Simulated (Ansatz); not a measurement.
Geometry optimisation, Ansatz, RKS PBE-D4/def2-SVP.

Input file:

```yaml
crystal:
  periodic: [false, false, false]
  atoms:
    - { symbol: O, position_ang: [-0.6171, 1.2795, 1.1179] }
    - { symbol: C, position_ang: [-0.7199, 0.3774, 0.1247] }
    - { symbol: C, position_ang: [0.093, 0.2819, -0.9069] }
    - { symbol: F, position_ang: [1.2656, 1.1052, -0.9581] }
    - { symbol: Si, position_ang: [-0.1229, -1.2888, -0.0056] }
    - { symbol: H, position_ang: [-0.1791, 2.1047, 0.7398] }
    - { symbol: H, position_ang: [1.1626, -1.6744, 0.6978] }
    - { symbol: H, position_ang: [-0.79, -2.2425, -0.8655] }
basis:
  gaussian: { orbitals: def2-SVP }
hamiltonian:
  xc: pbe
  dispersion: d4
relax:
  f_tol: 0.015
  max_steps: 40
```

Command:

```bash
$ ansatz run input.yaml --threads 1 --pin off --max-ram 2048MiB --backend cpu --events-out ev --progress --plain --runs-dir out
```

**Question.** Where does it end, and by what steps?

**Answer.** It converged. After 7 steps the energy has fallen by 1.429 eV; F4 moved furthest, 0.61 Å.

| step | energy less start (eV) | largest force component (eV/Å) | accepted |
| --- | --- | --- | --- |
| 0 | 0.0000 | 3.188 | yes |
| 1 | -0.6554 | 1.772 | yes |
| 2 | -1.1010 | 0.738 | yes |
| 3 | -1.2803 | 1.101 | yes |
| 4 | -1.3989 | 0.556 | yes |
| 5 | -1.4258 | 0.287 | yes |
| 6 | -1.4277 | 0.061 | yes |
| 7 | -1.4285 | 0.008 | yes |

```xyz
8
Properties=species:S:1:pos:R:3
O -0.862 1.349 1.169
C -0.260 0.460 0.361
C 0.548 0.350 -0.716
F 1.184 1.179 -1.557
Si 0.073 -1.307 -0.100
H -0.631 2.250 0.863
H 1.005 -2.178 0.700
H -0.966 -2.161 -0.777
```

Whether the end is a true minimum wasn't checked by a vibrational analysis.

Run time: 22 s on 1 thread of Arm Neoverse V2 (shared host), peak memory 0.14 GiB.
